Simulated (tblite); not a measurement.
Species: C7H5FNP.
SMILES with atom numbers: `[CH3:1][c:2]1[c:3]([F:4])[cH:5][p:6][cH:7][c:8]1[C:9]#[N:10]` (hydrogens: H11, H12, H13 on C1; H14 on C5; H15 on C7)

Structure optimised with GFN2-xTB, isolated species.

(1) What internal coordinates does the optimisation give?

## Answers

(1) 
```json
{"bond": "C1–C2", "length (Å)": "1.495"}
{"bond": "C2–C3", "length (Å)": "1.393"}
{"bond": "C3–F4", "length (Å)": "1.354"}
{"bond": "C3–C5", "length (Å)": "1.375"}
{"bond": "C5–P6", "length (Å)": "1.735"}
{"bond": "P6–C7", "length (Å)": "1.729"}
{"bond": "C7–C8", "length (Å)": "1.391"}
{"bond": "C8–C9", "length (Å)": "1.419"}
{"bond": "C9≡N10", "length (Å)": "1.146"}
{"bond": "C2–C8", "length (Å)": "1.399"}
{"bond": "C1–H11, C1–H12, C1–H13", "length (Å)": "1.089"}
{"bond": "C5–H14", "length (Å)": "1.082"}
{"bond": "C7–H15", "length (Å)": "1.083"}
```

Bonds in one row agree within 0.01 Å and their mean is given. A selection of angles:
```json
{"angle": "C2–C1–H11", "degrees": "110.2"}
{"angle": "C2–C1–H13", "degrees": "111.2"}
{"angle": "H11–C1–H12", "degrees": "107.3"}
{"angle": "H11–C1–H13", "degrees": "109.4"}
{"angle": "C1–C2–C3", "degrees": "119.5"}
{"angle": "C1–C2–C8", "degrees": "121.8"}
{"angle": "C3–C2–C8", "degrees": "118.7"}
{"angle": "C2–C3–F4", "degrees": "116.6"}
{"angle": "C2–C3–C5", "degrees": "126.6"}
{"angle": "F4–C3–C5", "degrees": "116.8"}
{"angle": "C3–C5–P6", "degrees": "124.7"}
{"angle": "C3–C5–H14", "degrees": "117.2"}
{"angle": "P6–C5–H14", "degrees": "118.1"}
{"angle": "C5–P6–C7", "degrees": "99.5"}
{"angle": "P6–C7–C8", "degrees": "125.8"}
{"angle": "P6–C7–H15", "degrees": "116.9"}
{"angle": "C8–C7–H15", "degrees": "117.3"}
{"angle": "C7–C8–C9", "degrees": "116.2"}
{"angle": "C2–C8–C7", "degrees": "124.7"}
{"angle": "C2–C8–C9", "degrees": "119.1"}
{"angle": "C8–C9–N10", "degrees": "177.7"}
```

The C–C distances run from 1.375 Å (C3–C5, aromatic) to 1.495 Å (C1–C2, drawn single), a spread of 0.120 Å. The 6-membered ring C2–C3–C5–P6–C7–C8 has internal angles of 99.5° to 126.6°; it is planar, 0.00 Å rms from its mean plane, widest ring torsion 0°. Of the pairs four or more bonds apart, C9···H13 is among the closest relative to their van der Waals radii: 2.42 Å, 84 % of the sum of Bondi's values. The 10 heavy atoms lie in one plane (0.004 Å rms). P6 (phosphorus bonded to 2 C) is bent (angle 99.5°).

Its GFN2-xTB frequencies are all real (lowest 32 cm⁻¹). 2 starts were optimised and ended at 0.00 and 0.08 kcal/mol (GFN2-xTB); the lowest of these is shown.

These are computed values.
